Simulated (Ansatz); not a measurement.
AlClH5NOSi can be A, `[NH2][Al]([OH])[SiH2]Cl`, or B, `N[SiH2][Al]([OH])[Cl]`.

Computed with Ansatz on PBE0-D4/def2-TZVP structures; ΔE is electronic, products minus reactants. CCSD(T)/CBS adds triple-zeta CCSD(T) − MP2 to the extrapolated MP2 energy (def2 sets, frozen cores). DFT in def2-TZVPP. B3LYP here is the variant with VWN-RPA as its local correlation; programs differ in this. One conformer a species, not always the lowest.

(1) Which is lower in electronic energy at CCSD(T)/CBS, and by how much? (Best estimate.)

(2) Give E(B) − E(A) in kcal/mol with PBE-D4, B3LYP-D4, PBE0-D4, B3LYP, r2SCAN-D4, CCSD(T)/def2-TZVPP, ωB97M-V. (An estimate is asked.)

Largest T1 diagnostic: 0.012.

## Answers

(1) The calculation gave: B, by 4.0 kcal/mol.

(2) Ansatz gave: PBE-D4 -4.3, B3LYP-D4 -4.2, PBE0-D4 -4.5, B3LYP -4.4, r2SCAN-D4 -4.5, CCSD(T)/def2-TZVPP -4.3, ωB97M-V -4.2. None reverses the order clearly.

In def2-TZVPP, CCSD(T) changes the Hartree–Fock value by +1.1 kcal/mol (the triples alone add +0.0 kcal/mol) and MP2 by +1.3 kcal/mol.
